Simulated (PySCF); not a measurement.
GeFCl₂Br, SMILES [F][Ge]([Cl])([Cl])[Br].

Geometry: PBE-D3(BJ)/def2-SVP.

Computed with TDA-PBE/def2-SVPD (PySCF).

Vertical excitations.  State labels are in the subgroup Cs.

Computed lowest excited states:
| state | symmetry | energy (eV) | λ (nm) | f | main pairs |
|---|---|---|---|---|---|
| S1 | A" | 4.47 | 278 | 0.004 | HOMO→LUMO 99 % |
| S2 | A' | 4.56 | 272 | 0.005 | HOMO−1→LUMO 99 % |
| S3 | A" | 4.94 | 251 | 0.008 | HOMO−2→LUMO 97 % |
| S4 | A" | 5.20 | 238 | 0.010 | HOMO−3→LUMO 97 % |
| S5 | A' | 5.37 | 231 | 0.034 | HOMO−4→LUMO 91 % |
| S6 | A' | 5.46 | 227 | 0.018 | HOMO−5→LUMO 94 % |
| S7 | A' | 6.45 | 192 | 0.058 | HOMO−6→LUMO 85 % |
| S8 | A" | 6.53 | 190 | 0.042 | HOMO−7→LUMO 91 % |
| S9 | A" | 7.04 | 176 | 0.000 | HOMO→LUMO+1 99 % |
| S10 | A' | 7.22 | 172 | 0.002 | HOMO−1→LUMO+1 66 %, HOMO→LUMO+3 31 % |
| T1 | A" | 4.10 | 303 | 0 | HOMO→LUMO 100 % |
| T2 | A' | 4.18 | 296 | 0 | HOMO−1→LUMO 100 % |
| T3 | A" | 4.59 | 270 | 0 | HOMO−2→LUMO 100 % |
| T4 | A" | 4.85 | 256 | 0 | HOMO−3→LUMO 100 % |
Triplets are in the Tamm–Dancoff approximation.
